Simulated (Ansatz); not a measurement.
Si$_{2}$NH$_{8}$F, closed shell: at the start structure of a reaction step.

in.yaml

```yaml
crystal:
  periodic: [false, false, false]
  atoms:
    - {symbol: Si, position_ang: [-0.687860, -0.209525, -0.991436]}
    - {symbol: Si, position_ang: [0.600686, -1.398746, 0.586398]}
    - {symbol: H, position_ang: [-0.577343, -0.934109, -2.285898]}
    - {symbol: H, position_ang: [-2.096300, -0.251903, -0.515119]}
    - {symbol: N, position_ang: [-0.201998, 1.416880, -1.249467]}
    - {symbol: H, position_ang: [0.085495, 0.900831, 1.967848]}
    - {symbol: F, position_ang: [-0.201823, 1.778155, 1.850022]}
    - {symbol: H, position_ang: [0.571856, -0.710825, 1.925592]}
    - {symbol: H, position_ang: [0.100404, -2.776608, 0.844844]}
    - {symbol: H, position_ang: [2.038805, -1.468193, 0.209678]}
    - {symbol: H, position_ang: [0.555576, 1.610116, -1.884254]}
    - {symbol: H, position_ang: [-0.187399, 2.043727, -0.458207]}
basis:
  gaussian: {orbitals: def2-SVP}
hamiltonian: {xc: {name: wB97M-V}}
```

Launched with

```bash
ansatz run in.yaml --threads 4 --pin off --events-out ev --progress --plain --max-ram 9574MiB
```

The run's output (Ansatz 0.2.0):

```
Functional definition: wB97M-V
  name "wB97M-V"
  cite "Mardirossian & Head-Gordon, J. Chem. Phys. 144, 214110 (2016) doi:10.1063/1.4952647"
  cite "Becke, J. Chem. Phys. 107, 8554 (1997) doi:10.1063/1.475007"
  cite "Vydrov & Van Voorhis, J. Chem. Phys. 133, 244103 (2010) doi:10.1063/1.3521275"
  # Of w^i u^j: cxij and so on, Table III.
  parameter omega = 0.3/bohr
  parameter cx = 0.15
  parameter cx01 = 1.007
  parameter cx10 = 0.259
  parameter css00 = 0.443
  parameter css04 = -1.437
  parameter css10 = -4.535
  parameter css20 = -3.390
  parameter css43 = 4.278
  parameter cos00 = 1.000
  parameter cos10 = 1.358
  parameter cos20 = 2.924
  parameter cos21 = -8.812
  parameter cos60 = -1.390
  parameter cos61 = 9.142
  parameter b = 6.0
  parameter c = 0.01
  gx(w, u) = 1 - cx + cx01*u + cx10*w
  gss(w, u) = css00 + css04*u^4 + css10*w + css20*w^2 + css43*w^4*u^3
  gos(w, u) = cos00 + cos10*w + (cos20 + cos21*u)*w^2 + (cos60 + cos61*u)*w^6
  exchange = spin_sum(e_x_unif_sr(omega)*gx(b97_w, b97_u_x)) + cx*exact_x_sr(omega) + exact_x_lr(omega)
  correlation = spin_sum(e_c_pw_mod_same_spin*gss(b97_w, b97_u_same))
      + integral(e_c_pw_mod_opposite_spin*gos(b97_w_opposite, b97_u_opposite)) + vv10(b, c)
1176 factors; their error is unknown
356 factors; integrals over basis functions are off by at most 8.6e-6 eV
mean field evaluation 1: about -20076.7637 eV, gradient 4.8e1 eV
mean field evaluation 2: about -20077.0563 eV, gradient 4.7e1 eV
mean field evaluation 4: about -20081.1356 eV, gradient 8.4e-1 eV
mean field evaluation 8: about -20081.1659 eV, gradient 1.7e-1 eV
mean field -20081.16592290 eV, -737.9692361633 hartree, gradient 7.2e-5 eV, S^2 0.000000; 0 other end points of the search recorded, 0 dependent functions left out
reference -20081.16596734 eV, -737.9692377967 hartree; 26, 26 occupied and 78, 78 virtual orbitals, 1176 factors
Total energy: -20081.16596734 eV, -737.9692377967 hartree
```

The lines “mean field evaluation” count trial sets of orbitals through the whole run, from several starts and some on an approximate energy, so they need not fall steadily or lie above the final value.

The run took about 6 s on 4 CPU threads of an Intel Xeon (shared host).
